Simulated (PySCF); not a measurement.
C3H2IOP.
Numbering: `[I:1][c:2]1[cH:3][p:4][cH:5][o:6]1` (hydrogens: H7 on C3; H8 on C5)

Method: PBE0-D3(BJ)/def2-SVP geometry optimisation, gas phase, def2 core potentials past Kr in PySCF.

List the bond lengths and angles at this level.

| bond | length (Å) |
| --- | --- |
| I1–C2 | 2.074 |
| C2–C3 | 1.358 |
| C3–P4 | 1.783 |
| P4–C5 | 1.708 |
| C5–O6 | 1.344 |
| C2–O6 | 1.341 |
| C3–H7 | 1.089 |
| C5–H8 | 1.090 |

A selection of angles:
| angle | degrees |
| --- | --- |
| I1–C2–C3 | 129.2 |
| I1–C2–O6 | 115.3 |
| C3–C2–O6 | 115.5 |
| C2–C3–P4 | 110.2 |
| C2–C3–H7 | 123.7 |
| P4–C3–H7 | 126.1 |
| C3–P4–C5 | 87.4 |
| P4–C5–O6 | 115.7 |
| P4–C5–H8 | 130.8 |
| O6–C5–H8 | 113.5 |
| C2–O6–C5 | 111.2 |

The 5-membered ring C2–C3–P4–C5–O6 has internal angles of 87.4° to 115.7°; it is planar, 0.00 Å rms from its mean plane, widest ring torsion 0°. P4 (phosphorus bonded to 2 C) is bent (angle 87.4°). The 2 C–P bonds span 1.708 Å (P4–C5, aromatic) to 1.783 Å (C3–P4, aromatic), a spread of 0.075 Å. The 6 heavy atoms lie in one plane (0.001 Å rms).

Point group: Cs (every atom within 0.08 Å of its image). Whether it is a minimum is left open (no frequencies).
